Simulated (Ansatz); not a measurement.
One change: `C[Se][Al]([F])[F]` becomes `C[S][Al]([F])[F]`.

Ansatz, PBE0-D4/def2-TZVP geometries, multiplicity 1. Each molecule was computed in one conformer, which needn't be the lowest.

Scalar relativity is left out up to krypton.

```
                                          property  `C[Se][Al]([F])[F]`
             HOMO energy (ωB97M-V/def2-TZVPP) / eV                -9.43
             HOMO–LUMO gap (B3LYP/def2-TZVPP) / eV                 5.75
              HOMO–LUMO gap (PBE0/def2-TZVPP) / eV                 6.29
size of the dipole moment (ωB97M-V/def2-TZVPP) / D                 2.17
             LUMO energy (ωB97M-V/def2-TZVPP) / eV                 0.62
  size of the dipole moment (B3LYP/def2-TZVPP) / D                 2.28
```

Q: What does the change do to each property? (Best estimate.)

A: Computed: 
```tsv
property	`C[S][Al]([F])[F]`	shift
HOMO energy (ωB97M-V/def2-TZVPP) / eV	-9.80	-0.37
HOMO–LUMO gap (B3LYP/def2-TZVPP) / eV	6.14	0.39
HOMO–LUMO gap (PBE0/def2-TZVPP) / eV	6.70	0.41
size of the dipole moment (ωB97M-V/def2-TZVPP) / D	2.17	0.00
LUMO energy (ωB97M-V/def2-TZVPP) / eV	0.71	0.09
size of the dipole moment (B3LYP/def2-TZVPP) / D	2.25	-0.03
```

With PBE0 the HOMO falls by 0.33 eV and the LUMO rises by 0.08 eV, so the gap widens by about 0.41 eV. PBE moves the HOMO by -0.24 eV and ωB97M-V by -0.37 eV. Dipoles are sizes alone; their direction can turn.

B3LYP here is the variant with VWN-RPA as its local correlation; programs differ in this.

Spin–orbit coupling is left out; it splits and shifts lone-pair levels of the heavy atoms by tenths of an eV.
